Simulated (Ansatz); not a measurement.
This geometry of ClHOZn + H3P (8 atoms, charge 0, multiplicity 1) is a first-order saddle point.

The calculation used RKS B3LYP/def2-SVP in Ansatz 0.2.0.

```xyz
8
Properties=species:S:1:pos:R:3
Zn 0.434 0.007 0.028
O -0.178 0.423 1.791
H -0.737 -0.165 2.325
Cl -0.010 -0.583 -1.973
P 2.730 0.506 1.373
H 2.842 -0.690 0.590
H 2.605 1.371 0.235
H 1.134 0.438 1.925
```

(1) Which two structures does it join? (They come from a converged band through this point; their orientation in space is the band's.)

(2) How far does it lie above each of them?

Answers

(1) Bonds broken: P5–H8. Bonds formed: Zn1–P5, O2–H8. ClHOZn + H3P becomes ClH4OPZn.

Initial state:

```xyz
8
Properties=species:S:1:pos:R:3
Zn -0.048 -0.200 0.195
O -0.384 -0.171 1.948
H -1.318 -0.088 2.183
Cl 0.264 -0.281 -1.899
P 3.077 0.721 1.168
H 2.917 -0.632 0.731
H 2.428 1.253 0.010
H 1.885 0.706 1.959
```

Final state:

```xyz
8
Properties=species:S:1:pos:R:3
Zn 0.909 0.452 0.148
O -0.222 0.039 1.955
H -1.010 -0.318 1.501
Cl -0.885 -0.169 -0.968
P 3.066 1.231 0.412
H 3.396 0.176 1.326
H 3.540 0.494 -0.722
H 0.027 -0.596 2.643
```

(2) 60.3 kJ/mol above the first and 137.5 kJ/mol above the second. This is the barrier of this one path; another mechanism may lie lower. The orbitals stay closed-shell, which can raise the energy where a bond breaks towards radicals; this wasn't checked here.

The run took 5 min on 2 threads of Arm Neoverse V1, on a shared host, peak memory 0.25 GiB.
